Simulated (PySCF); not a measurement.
# What a mistake does to a calculation on BH5OSi2

Calculated results; nothing here was measured. The program is PySCF 2.14.0, an open-source quantum chemistry code, run on an isolated molecule that a program drew, which may never have been made. The molecule is BH5OSi2 (charge 0, singlet), drawn as the SMILES string `B[Si]O[SiH3]`.

Each row is a Hartree-Fock (HF) and frozen-core CCSD(T) single point in the cc-pV(D+d)Z basis, meant for a local HF minimum. Run 1 is clean. Each other run has one planted mistake out of seven kinds, and not every kind appears here: one electron removed, one electron added, multiplicity raised by two, geometry at a saddle point, minimal basis STO-3G, one bond length entered in bohr, all coordinates scaled. The reference is restricted for singlets and unrestricted otherwise, and also for a bond in bohr. Adding or removing an electron swaps singlet and doublet. Electrons count all cores. HOMO and LUMO are orbital energies over both spins, the gradient is its largest component, and the lowest frequency (negative if imaginary) is given only where the gradient is small. Bond lengths are over the 8 bonds as drawn. T1 is the CCSD diagnostic: over 0.02 (restricted) or 0.045 (unrestricted) a single reference is doubtful.

Geometry of the clean run:
```xyz
9
BH5OSi2, angstrom
B    -0.0754   -1.7401    3.0028
Si   -0.6960    0.1571    2.4428
O     0.2053    0.3971    1.0649
Si    1.3132   -0.1068   -0.0446
H    -0.6674   -2.7312    2.6567
H     0.8305   -1.9100    3.7792
H     1.7875   -1.4642    0.3164
H     0.6882   -0.1470   -1.3810
H     2.4583    0.8242   -0.0546
```

```
run,electrons,basis functions,<S^2>,HOMO (eV),LUMO (eV),gradient (hartree/bohr),lowest frequency (cm^-1),mean bond (Å),longest bond (Å),T1,HF (hartree),CCSD(T) (hartree),mistake
1,46,99,0.000,-8.18,1.34,2.3e-05,72,1.5286,2.073,0.0158,-680.32724,-680.83915,no fault
2,46,99,0.000,-8.04,1.40,3.6e-02,-,1.4644,1.986,0.0152,-680.31134,-680.81826,all coordinates scaled
3,46,99,1.061,-8.42,1.13,1.2e-02,-,1.6934,2.801,0.0695,-680.21328,-680.71764,one bond length entered in bohr
4,45,99,0.781,-16.54,-6.11,7.2e-02,-,1.5286,2.073,0.0231,-680.06582,-680.54981,one electron removed
5,46,99,2.039,-6.83,0.04,2.8e-02,-,1.5286,2.073,0.0215,-680.27076,-680.77653,multiplicity raised by two
6,47,99,1.160,-0.64,6.75,4.4e-02,-,1.5286,2.073,0.0589,-680.31367,-680.84227,?
```

**Which mistake was planted in run 6, and what did it cost?**

It counts 47 electrons, one more than the clean run, at the same geometry and basis. So the mistake is: one electron added. Subtracting run 1 and multiplying by 627.51 kcal/mol a hartree, the energy moved by 8.5 kcal/mol in HF and -2.0 kcal/mol in CCSD(T).

Cautions from the logs. Run 3: T1 is over the limit, so its CCSD(T) energy is less reliable; run 6: T1 is over the limit, so its CCSD(T) energy is less reliable.
